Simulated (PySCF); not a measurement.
Computed structure and properties of EuCl3(NH3)

System: EuCl3(NH3) (singlet in the valence; each metal's 4f electrons, 6 of them, lie in its core potential, out of spins and levels); start: template (C3v). Method: PySCF 2.14.0, RKS PBE0, Eu lcecp-1-SVP with ECP52, Cl def2-SVP, N def2-SVP, H def2-SVP; non-relativistic Hamiltonian with scalar-relativistic core potentials where named; density fitting; no spin-orbit coupling.

Input of the relaxation:

```python
mol = gto.M(atom='''
Eu    -0.10080     0.10080    -0.10080
Cl     1.42680     1.62840     1.42680
Cl    -1.62840    -1.42680     1.42680
Cl     1.42680    -1.42680    -1.62840
N     -1.57020     1.57020    -1.57020
H     -2.18330     2.18330    -1.03310
H     -1.03310     2.18330    -2.18330
H     -2.18330     1.03310    -2.18330''',
    basis={'Eu': 'lcecp-1-SVP', 'Cl': 'def2-SVP', 'N': 'def2-SVP', 'H': 'def2-SVP'},
    ecp={'Eu': 'lcecp-1-SVP'},
    charge=0, spin=0)
mf = dft.RKS(mol, xc='PBE0')
mf.grids.atom_grid = (50, 194)  # f atoms: unpruned, at least (60, 302)
mf = mf.density_fit()  # fitting sets: Eu AutoAux, Cl def2-universal-JKFIT, N def2-universal-JKFIT, H def2-universal-JKFIT
mf.conv_tol = 1e-08; mf.max_cycle = 55
mf.kernel(dm0)  # dm0: converged density of the start geometry
# quasi-Newton relaxation in Cartesian coordinates to a largest gradient under 0.00045 Eh/bohr, steps kept in the point group
```

Run from Python with OMP_NUM_THREADS=2; the lines above give its settings. Where DIIS fails, smearing, a level shift and second-order steps follow.
It took 65 s on 2 threads of Arm Neoverse V1, with other jobs on the host, from the converged density of the start.

Course of the relaxation:

| step | energy above end (eV) | largest force component within the symmetry (eV/Å) |
| --- | --- | --- |
| 0 | 0.4637 | 1.138 |
| 1 | 0.2108 | 0.667 |
| 2 | 0.1003 | 0.213 |
| 3 | 0.0785 | 0.160 |
| 4 | 0.0243 | 0.115 |
| 5 | 0.0136 | 0.113 |
| 6 | 0.0045 | 0.106 |
| 7 | 0.0021 | 0.094 |
| 8 | 0.0007 | 0.054 |
| 9 | 0.0002 | 0.019 |
| 10 | 0.0000 | 0.004 |

Relaxed geometry (C3v):

```xyz
8

Eu    0.0336   -0.0336    0.0336
Cl    1.1761    1.9123    1.1761
Cl   -1.9123   -1.1761    1.1761
Cl    1.1761   -1.1761   -1.9123
N    -1.4120    1.4120   -1.4120
H    -2.0220    2.0220   -0.8630
H    -0.8630    2.0220   -2.0220
H    -2.0220    0.8630   -2.0220
```

```csv
contact,Å
Eu1–Cl2 (Cl),2.529
Eu1–Cl3 (Cl),2.529
Eu1–Cl4 (Cl),2.529
Eu1–N5 (NH3),2.504
```

On the finer grid (75, 302):

```
HOMO                                                          : -8.40 eV
LUMO                                                          : -1.13 eV
Dipole about the centre of mass                               : 5.24 D
Set of Mulliken populations of Eu1 outside the core potential : s 2.27, p 6.41, d 1.43, f 0.06
D3(BJ) dispersion energy (not in the energies)                : -0.207 eV
```

```
atom  Mulliken (e)  Löwdin (e)  spin (e)
 Eu1          0.83       -0.13      0.00
 Cl2         -0.36       -0.07      0.00
 Cl3         -0.36       -0.07      0.00
 Cl4         -0.36       -0.07      0.00
  N5         -0.31       -0.01      0.00
  H6          0.18        0.12      0.00
  H7          0.18        0.12      0.00
  H8          0.18        0.12      0.00
```

The 4f levels lie in the core potential and are missing. Their spin isn't counted.

On the grid (50, 194), as all that follows. Harmonic modes: a minimum within the noise of the softest modes; lowest 58 cm⁻¹ (negative: unstable), highest 3607 cm⁻¹, zero-point energy 1.117 eV.

Taking off one Cl (charge -1, singlet; the rest: singlet) in vacuum, both parts rigid, costs 8.83 eV; the small basis without counterpoise inflates it. Most of it is the attraction of opposite charges; other ways to part are cheaper, and one spin state was tried for the rest.

Rigid scan of Cl along the line from its metal:

(distance to Cl2 (Å), energy (eV)): (2.23, 0.747), (2.33, 0.291), (2.43, 0.064), (2.53, 0.000), (2.63, 0.050), (2.73, 0.177), (2.93, 0.571), (3.23, 1.295), (3.63, 2.240), (4.13, 3.219)

Taking off one NH3 (charge 0, singlet; the rest: singlet) in vacuum, both parts rigid, costs 1.73 eV; the small basis without counterpoise inflates it.

Rigid scan of NH3 along the line from its metal:

| distance to N5 (Å) | energy (eV) |
| --- | --- |
| 2.20 | 0.391 |
| 2.30 | 0.150 |
| 2.40 | 0.033 |
| 2.50 | 0.000 |
| 2.60 | 0.024 |
| 2.70 | 0.085 |
| 2.90 | 0.263 |
| 3.20 | 0.562 |
| 3.60 | 0.904 |
| 4.10 | 1.200 |

One start shape was tried, so this needn't be the lowest isomer.

An lcecp potential fixes the number of 4f electrons, so in runs with it no electron can move into or out of that shell.
